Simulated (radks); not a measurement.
Results of a calculation; reference values are marked as such.
Initial-state core-level shifts of neutral dysprosium when its valence configuration changes from [Xe] 4f10 6s2. Level of theory: Dirac Kohn-Sham, LDA (Slater exchange, Perdew-Wang correlation), spin-unpolarised, spherical densities, finite nucleus; open shells fill j = l - 1/2 first; Fermi nuclear charge, rms radius 5.2218 fm (a radial shooting solver on a logarithmic mesh with Libxc functionals). Shifts are changes of the shell-averaged eigenvalues in eV (positive: less bound); the change of the density at the nucleus, which sets a Mossbauer isomer shift, is in e/bohr^3, on a base of 7.373e+05.

| valence | 1s | 2s | 3s | 4d | density at nucleus |
|---|---|---|---|---|---|
| 4f9 5d1 6s2 | -6.249 | -6.760 | -7.557 | -6.883 | +38.74 |
| 4f9.5 5d0.5 6s2 | -3.008 | -3.244 | -3.606 | -3.323 | +18.50 |
| 4f9 5d1 6s1 6p1 | -7.437 | -7.937 | -8.731 | -8.062 | +9.26 |
| 4f10 6s1 6p1 | -1.264 | -1.250 | -1.233 | -1.251 | -25.40 |
| 4f9 6s2 6p1 | -9.342 | -9.938 | -10.677 | -10.045 | +55.04 |
| 4f9.5 5d0.5 6s1 6p1 | -4.223 | -4.447 | -4.802 | -4.528 | -9.03 |
| 4f8.5 5d1 6s2 6p0.5 | -11.257 | -12.120 | -13.392 | -12.236 | +68.51 |
| 4f10 5d0.5 6s1.5 | +0.471 | +0.498 | +0.478 | +0.502 | -16.24 |
